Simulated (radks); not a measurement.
Removal energies from the sulfur ion S8+, [He] 2s2 2p4, by Delta-SCF beside the eigenvalue of the level emptied. All-electron calculation, scalar-relativistic Kohn-Sham, BLYP, spin-polarised, spherical densities, finite nucleus; Fermi nuclear charge, rms radius of each element as measured or else 0.836 A^(1/3) + 0.57 fm. Program: a radial shooting solver on a logarithmic mesh with Libxc functionals. Open shells are filled with parallel spins first.

| removed from | final configuration | Delta-SCF (eV) | -eigenvalue (eV) |
|---|---|---|---|
| 2p | [He] 2s2 2p3 | 378.86 | 354.02 |
| 2s | [He] 2s1 2p4 | 426.31 | 404.20 |
| 1s | 1s1 2s2 2p4 | 2729.8 | 2644.5 |
